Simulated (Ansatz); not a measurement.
Correlation energies of `CN1[SiH2]C1F` by basis set

Z-matrix (Å, degrees):
```
C
N 1 1.434
H 1 1.097 2 111.3
H 1 1.094 2 111.1 3 -120.8
H 1 1.091 2 109.6 3 119.7
Si 2 1.691 1 154.9 3 -94.7
C 2 1.409 1 128.7 3 50.1
H 6 1.481 2 119.1 1 -99.3
H 6 1.486 2 120.0 1 44.6
F 7 1.390 2 115.5 1 80.7
H 7 1.094 2 118.2 1 -48.0
```

Charge 0, multiplicity 1. The structure was optimised at the PBE0-D4/def2-TZVP level. Frozen core, restricted reference, Ansatz 0.2.0. CBS rows extrapolate triple and quadruple zeta; past MP2 they add the triple-zeta difference.

```tsv
basis	HF (Eh)	MP2 corr.	CCSD corr.	(T)	CCSD(T) total
def2-TZVPP	-522.10211	-0.91425	-0.95029	-0.03712	-523.08952
def2-QZVPP	-522.12211	-0.98372	–	–	–
CBS(def2)	-522.12486	-1.03518	-1.07122	as TZ	-523.23320
```
